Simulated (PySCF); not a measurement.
# Simulated absorption spectrum

C₃H₆F₄Si₂.
SMILES: `C[SiH2][Si@H](F)C(F)=C(F)F`

Computed, not measured: PySCF, TDDFT CAM-B3LYP/def2-SVPD, vertical, gas phase, core orbitals frozen in the response. One conformer (not necessarily the lowest) at the GFN2-xTB geometry, without solvent, vibrations or thermal averaging. Torsions of this conformer, `[CH3:1][SiH2:2][Si@H:3]([F:4])[C:5]([F:6])=[C:7]([F:8])[F:9]`: C1–Si2–Si3–F4 179°, Si2–Si3–C5–F6 -18°.

Computed states:

```csv
state,E (eV),f
S1,5.76,0.026
S2,6.40,0.026
S3,6.62,0.123
S4,7.24,0.102
S5,7.31,0.103
S6,7.48,0.035
S7,7.66,0.114
S8,7.81,0.061
```

Each state is given a Gaussian of 0.25 eV full width at half maximum, with ε(max) = 2.175×10⁸ f / Δν̃ (Δν̃ the width in cm⁻¹). The cross-section is σ = 3.8235×10⁻²¹ ε cm², given in Mb (10⁻¹⁸ cm²). The width is an assumption, not a result. The curve ends short of the highest state used, and states not computed would add to its high-energy end.

Question: Give the broadened spectrum and its maxima.

Answer: 
| E (eV) | σ (Mb) |
| --- | --- |
| 5.38 | 0.02 |
| 5.46 | 0.22 |
| 5.54 | 1.35 |
| 5.62 | 4.71 |
| 5.70 | 9.34 |
| 5.78 | 10.48 |
| 5.86 | 6.67 |
| 5.94 | 2.41 |
| 6.02 | 0.51 |
| 6.10 | 0.27 |
| 6.18 | 1.34 |
| 6.25 | 4.22 |
| 6.33 | 9.89 |
| 6.41 | 17.44 |
| 6.49 | 30.62 |
| 6.57 | 47.85 |
| 6.65 | 49.77 |
| 6.73 | 30.48 |
| 6.81 | 10.68 |
| 6.89 | 2.34 |
| 6.97 | 2.31 |
| 7.05 | 11.31 |
| 7.13 | 36.29 |
| 7.21 | 69.74 |

Maxima: 215 nm (5.76 eV), ε about 2800, made up of S1 (100%); 187 nm (6.62 eV), ε about 14000, made up of S3 (98%) (ε in L mol⁻¹ cm⁻¹; maxima over ε = 5, shares over 10%). At its high-energy end, 7.21 eV, the curve is still rising (ε about 18000, from S4 and S5).

Question: Coming from long wavelengths, where does ε first pass 100 L mol⁻¹ cm⁻¹?

Answer: At about 226 nm (5.48 eV), 0.27 eV below S1.

Question: On this curve, what absorbance would a 10⁻⁵ mol/L sample give at 222 nm over a 1 cm path?

Answer: 222 nm is 5.585 eV, where ε is about 760 L mol⁻¹ cm⁻¹, so A = ε c l ≈ 0.0076 (Beer–Lambert, with the gas-phase spectrum and the assumed width).

Question: What would ε be at 6.62 eV, the highest of these maxima, with half the width (0.125 eV)?

Answer: About 26600 L mol⁻¹ cm⁻¹ against 13600, a factor of about 1.95; a lone state at its own centre would give exactly 2.
